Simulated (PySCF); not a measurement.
Bond curve of CaF

Set-up: PySCF, no relativity, basis sets Ca def2-SVPD, F def2-SVPD. Energies in eV from Ca + F in their ground configurations at the same level. State: ²Σ⁺ (doublet), unpaired electrons σ ↑.

All columns are LC-ωPBE. A positive dipole means Ca(−)F(+).

```csv
R (Å),E (eV),μ (D),Mulliken charge on Ca (basis-dependent),HOMO (eV),LUMO (eV),Mayer bond order,⟨S²⟩
1.688,-4.982,-0.98,0.66,-5.49,-0.23,0.51,0.75
1.767,-5.559,-1.44,0.72,-5.64,-0.30,0.43,0.75
1.845,-5.884,-1.90,0.77,-5.78,-0.36,0.37,0.75
1.904,-6.005,-2.24,0.80,-5.88,-0.41,0.33,0.75
1.963,-6.047,-2.58,0.83,-5.98,-0.47,0.30,0.75
2.022,-6.028,-2.92,0.85,-6.07,-0.52,0.28,0.75
2.100,-5.934,-3.38,0.86,-6.19,-0.59,0.25,0.75
2.199,-5.740,-3.94,0.87,-6.34,-0.68,0.24,0.75
2.316,-5.444,-4.61,0.87,-6.50,-0.80,0.24,0.75
2.473,-5.007,-5.51,0.87,-6.70,-0.95,0.24,0.75
```

A fit through these points gives, at Re = 1.972 Å, μ = -2.64 D and dμ/dR = -5.77 D/Å; the reduced mass is 12.88 u.

How strong is the fundamental in the double-harmonic approximation, I = 42.26·(dμ/dR)²/μred km/mol?

I = 42.26·(-5.77)²/12.88 = 109 km/mol at LC-ωPBE.

The state was picked by a PBE0 search and need not be the measured ground state.
